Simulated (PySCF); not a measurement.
# Structure and norm of the vector part βᵢ = ⅓ Σⱼ (βᵢⱼⱼ + βⱼᵢⱼ + βⱼⱼᵢ) of the static first hyperpolarisability

The calculation used quadratic response CAM-B3LYP/aug-cc-pVDZ first hyperpolarisability, Taylor convention, gas phase in PySCF 2.14.0. Geometry: PBE0-D3(BJ)/def2-SVP.

Each molecule in one low-energy conformer.

The calculation is non-relativistic, which matters for the atoms heavier than Zn.

Task: How does the norm of the vector part βᵢ = ⅓ Σⱼ (βᵢⱼⱼ + βⱼᵢⱼ + βⱼⱼᵢ) of the static first hyperpolarisability change along this series?
- C#CC=C=C(C#C)B(C)C (H replaced by B(CH3)2)
- C#CC=C=C(C#C)C#C (H replaced by ethynyl)
- C#CC=C=C(C#C)C=O (H replaced by CHO)
- C#CC=C=C(C#C)N(C)C (H replaced by N(CH3)2)
- C#CC=C=C(C#C)[Se]C (H replaced by SeCH3)
- C#CC=C=C(C#C)C(F)(F)F (H replaced by CF3)

Result: 
| molecule | static β vector norm (au) | static β HRS (au) | S1 (eV) |
| --- | --- | --- | --- |
| C#CC=C=C(C#C)B(C)C | 79 | 86 | 4.32 |
| C#CC=C=C(C#C)C#C | 89 | 44 | 4.64 |
| C#CC=C=C(C#C)C=O | 87 | 50 | 3.77 |
| C#CC=C=C(C#C)N(C)C | 290 | 141 | 3.79 |
| C#CC=C=C(C#C)[Se]C | 198 | 91 | 3.70 |
| C#CC=C=C(C#C)C(F)(F)F | 238 | 88 | 4.90 |

The norm of the vector part βᵢ = ⅓ Σⱼ (βᵢⱼⱼ + βⱼᵢⱼ + βⱼⱼᵢ) of the static first hyperpolarisability is lowest for C#CC=C=C(C#C)B(C)C and highest for C#CC=C=C(C#C)N(C)C.
